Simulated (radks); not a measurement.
Values are calculated unless marked as measured or tabulated.
Valence configurations of Sm IV (all share [Xe]). Code: a radial shooting solver on a logarithmic mesh with Libxc functionals. Model: Dirac Kohn-Sham, PBEsol, spin-unpolarised, spherical densities, finite nucleus; open shells fill j = l - 1/2 first; Fermi nuclear charge, rms radius 5.0819 fm. Energies are relative to 4f5; eigenvalues in eV.

valence	E (eV)	e(4f5/2)	e(5d3/2)	e(6p1/2)	e(6s1/2)
4f5	0.000	-32.615	-	-	-
4f4.5 6p0.5	8.652	-38.003	-	-18.638	-
4f4 5d1	10.472	-39.531	-26.456	-	-
4f4 6s1	14.560	-42.777	-	-	-24.261
4f4 5d0.5 6p0.5	14.820	-41.597	-27.919	-18.964	-
4f4 6s0.5 6p0.5	16.994	-43.229	-	-19.650	-24.511
4f3 5d2	26.395	-47.155	-28.271	-	-
4f3 5d1 6s1	31.539	-50.558	-30.587	-	-25.058
4f3 6s2	37.469	-54.037	-	-	-26.523
4f2 5d2 6s1	54.706	-58.916	-32.458	-	-25.764

NIST lists [Xe] 4f5 as the ground configuration; this level of theory agrees among the configurations tried. The energies are those of spherical spin-averaged densities, not of single terms.
